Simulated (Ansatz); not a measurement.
Process, species as SMILES: CB(C)N [[amino(methyl)boranyl]methane] -> CB(C)[NH] + H atom (the H-N bond at the site shown breaks; other sites are not compared here)
Each molecule is optimised on its own at B3LYP-D3(BJ)/def2-TZVP (Ansatz, an electronic-structure program), one conformer each, not searched for the lowest. Frequencies are from Ansatz.
Geometry of the first species:
```xyz
12

B     -0.0174     0.0500    -0.0002
C      1.5368    -0.2365    -0.0033
C     -1.0582    -1.1392     0.0088
N     -0.4775     1.3726    -0.0054
H      1.8221    -0.8299     0.8713
H      1.8170    -0.8386    -0.8737
H      2.1570     0.6634    -0.0096
H     -2.1030    -0.8186     0.0102
H     -0.9115    -1.7877    -0.8610
H     -0.9064    -1.7791     0.8840
H      0.1368     2.1701    -0.0112
H     -1.4541     1.6167    -0.0038
```
Charge 0, spin multiplicity 1.

Property: bond dissociation energy (0 K, with B3LYP-D3(BJ) harmonic zero-point energies), in eV. Correlated levels leave the core frozen unless marked. Open shells are spin-unrestricted. No spin-orbit coupling. Non-relativistic. Basis-set limits of correlation are two-point, X^-3; Hartree-Fock from the larger set. The bracket is a focal-point correction in the basis named.

```
level                                                     program  bond dissociation energy (eV)
-------------------------------------------------  --------------  -----------------------------
BLYP-D4/def2-TZVPD                                 Ansatz + dftd4                            [?]
revPBE/def2-TZVPD                                          Ansatz                            [?]
PBE0/def2-TZVPD                                            Ansatz                           4.69
r2SCANh/def2-TZVPD                                         Ansatz                           4.62
HSE06/def2-TZVPD                                           Ansatz                           4.69
RPA@PBE/cc-pVQZ                                            Ansatz                           4.81
CCSD/STO-3G                                                Ansatz                           5.08
RI-MP2/CBS(cc-pVTZ,cc-pVQZ)+[CCSD(T)-MP2]/cc-pVTZ          Ansatz                            [?]
```

### Question
Complete the blanks.

### Answer

- BLYP-D4/def2-TZVPD, bond dissociation energy (eV): 4.59
- revPBE/def2-TZVPD, bond dissociation energy (eV): 4.50
- RI-MP2/CBS(cc-pVTZ,cc-pVQZ)+[CCSD(T)-MP2]/cc-pVTZ, bond dissociation energy (eV): 4.96
